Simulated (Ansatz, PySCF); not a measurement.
Stretching the Ge1–H3 bond in GeH5N (SMILES [NH2][GeH3]) (multiplicity 1 held, fragments rigid). Energies count from the point at 1.537 Å.
Geometry at that point (charge 0, multiplicity 1):
```xyz
7

Ge    -0.3602     0.0405     0.0299
N      1.4703    -0.1400    -0.2088
H     -1.0324    -0.9064    -0.9769
H     -0.7026     1.5079    -0.2731
H     -0.8590    -0.3067     1.4546
H      1.8070    -1.0853    -0.0769
H      2.0201     0.4746     0.3779
```

Restricted levels (R-, RO-) in cc, def2 and unpolarised 6-31G sets keep to the state of the molecule at rest. U- levels take the lowest unrestricted solution at each point, which mixes spins at long bonds. Active spaces are followed from a long bond inwards. Left out are points that failed, MP2 points that dive below the minimum, coupled-cluster points behind a jump of the amplitudes or a sharp parting from full CI or MRCI, small-basis points behind a change of solution, and semi-empirical points at long bonds. Levels need not reach the same state.

Correlated levels freeze the cores. Filled d and f shells under p-block atoms count as core. Rows in LANL2DZ carry no dispersion term and start afresh at each structure. LANL2DZ brings its own core potentials from Na on.

Run with Ansatz (a program for electronic structure); PySCF for LANL2DZ rows. Values without a source in brackets are computed.

Energies in eV.

| R (Å) | R-B3LYP/LANL2DZ | R-wB97X-V/cc-pVTZ | R-MP2/cc-pVTZ | U-SCS-MP2/cc-pVTZ | FIC-MRCISD on CASSCF(2,2)/cc-pVTZ | FIC-MRCISD+Q on CASSCF(2,2)/cc-pVTZ |
|---|---|---|---|---|---|---|
| 1.230 | 1.31 | 1.28 | 1.34 | 1.35 | 1.36 | 1.36 |
| 1.383 | 0.27 | 0.24 | 0.26 | 0.26 | 0.27 | 0.27 |
| 1.537 | 0.00 | 0.00 | 0.00 | 0.00 | 0.00 | 0.00 |
| 1.691 | 0.14 | 0.18 | 0.17 | 0.17 | 0.15 | 0.15 |
| 1.844 | 0.50 | 0.57 | 0.56 | 0.56 | 0.51 | 0.52 |
| 2.075 | 1.18 | 1.31 | 1.31 | 1.30 | 1.19 | 1.20 |
| 2.305 | 1.90 | 2.08 | 2.09 | 2.32 | 1.87 | 1.89 |
| 2.690 | 2.98 | 3.26 | 3.23 | 3.37 | 2.78 | 2.82 |
| 3.074 | 3.83 | 4.23 | 4.12 | 3.71 | 3.35 | 3.39 |
| 3.535 | 4.56 | 5.12 | 4.84 | 3.84 | 3.67 | 3.72 |
| 4.150 | left out | 5.97 | 5.32 | 3.88 | 3.80 | 3.85 |
| 4.918 | left out | 6.66 | 5.30 | 3.89 | 3.83 | 3.88 |

Doubts at one or more of the structures used: a restricted determinant that unrestricted orbitals would lower (R-wB97X-V/cc-pVTZ, R-MP2/cc-pVTZ); a spin-contaminated determinant (U-SCS-MP2/cc-pVTZ).
